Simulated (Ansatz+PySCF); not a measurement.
The numbers below are computed, except where a source is named.
A run of PySCF 2.14.0 on triplet NiCl₂ at this shape:

| atom | x (Å) | y (Å) | z (Å) |
| --- | --- | --- | --- |
| Ni | 0.0000 | 0.0000 | 0.0000 |
| Cl | 0.0000 | 0.0000 | 2.1382 |
| Cl | 0.0000 | 0.0000 | -2.1382 |

Its results:

```yaml
Converged: yes
Total_energy: -2425.39927 hartree
Spin_squared_of_the_determinant: 2.006
Cycles: 13
```

Question: Which input gives this output? Name the method, the orbitals and the basis set, and write the input.

Answer: UHF in def2-SVP.

```python
from pyscf import gto, scf

mol = gto.M(atom="""
Ni 0.000000 0.000000 0.000000
Cl 0.000000 0.000000 2.138240
Cl 0.000000 0.000000 -2.138240
""", basis='def2-svp', charge=0, spin=2)
mf = scf.UHF(mol)
mf.kernel()
print(mf.converged, mf.e_tot, mf.spin_square()[0])
```

This is not the lowest solution: another run reaches a determinant 2.34 eV lower. Caution: other spin multiplicities were not run.
